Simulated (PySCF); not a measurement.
**Computed data sheet: `C=N[SiH]1CC=CC1`**

Compound: C5H9NSi.
Numbering: `[CH2:1]=[N:2][SiH:3]1[CH2:4][CH:5]=[CH:6][CH2:7]1` (hydrogens: H8, H9 on C1; H10 on Si3; H11, H12 on C4; H13 on C5; H14 on C6; H15, H16 on C7)

Structural features include: C=C double bond, Si–H bond and C–Si bond.

From PBE0-D3(BJ)/def2-SVP geometry optimisation, gas phase (PySCF):

```
Point group                  : Cs
Rotational constants A, B, C : 4.959, 1.477, 1.271 GHz
```

**B3LYP/def2-SVPD ground state, ΔSCF and vertical TDDFT (core frozen in the response) (PySCF)**

```
Dipole moment                                                     : 1.03 D
HOMO energy                                                       : -6.81 eV
LUMO energy                                                       : -1.13 eV
HOMO–LUMO gap                                                     : 5.68 eV
Lowest singlet excitation                                         : 4.06 eV (306 nm, f = 0.000)
Strongest line among the 10 lowest singlet transitions            : S3 at 6.16 eV (201 nm, f = 0.140)
Lowest triplet excitation (Tamm–Dancoff)                          : 3.45 eV
Static isotropic polarisability                                   : 92.2 au
Vertical ionisation energy                                        : 8.70 eV
Electronic spatial extent ⟨r²⟩ about the centre of nuclear charge : 995 bohr²
```

From PBE/pcSseg-1 ground state and GIAO shieldings, non-relativistic (PySCF):

```
13C chemical shifts (computed TMS as zero) by class         : 172.6 (C1), 138.9 (C5/C6), 21.8 (C4/C7) ppm
1H chemical shifts (computed TMS as zero) by class          : 8.88 (H8), 8.62 (H9), 6.11 (H13/H14), 5.12 (H10), 1.88 (H11/H15), 1.79 (H12/H16) ppm
Isotropic shieldings of nuclei other than C and H, by class : -167 (N2), 315 (Si3) ppm
```

**delta-SCF UKS SCAN, pcX-2 on the ionised atom, pcseg-1 elsewhere, spin-free X2C; 2p3/2 from a spin–orbit splitting computed afterwards within the 2p shell (PySCF)**

```
Core binding energies : Si2p3/2 106.4 (Si3), C1s 290.0 (C4/C7), C1s 290.0 (C5/C6), C1s 291.8 (C1), N1s 404.3 (N2), Si1s 1846.2 (Si3) eV
```

Monoisotopic mass (most abundant isotopes): 111.0504 u.

The principal polarisabilities are 73.9, 88.0 and 114.7 au; their mean is the isotropic value. No computed singlet falls in the visible range (750 to 380 nm, 1.65 to 3.26 eV); S1 lies 0.80 eV above its blue end. The largest Löwdin shares of the LUMO are 0.42 on C1, 0.35 on N2, 0.07 on H9 and 0.06 on H8. A dipole of 1.03 D is allowed in Cs, and pure rotational transitions are dipole-allowed. The polarisability is 13.67 Å³ as a volume (1 au = 0.148185 Å³), or 1.54 au for each of the 60 electrons. In atomic units the dipole is 0.40 e·bohr (1 au = 2.5417 D). In wavenumbers S1 is 32700 cm⁻¹ (1 eV = 8065.54 cm⁻¹).

One conformer stands for the species.
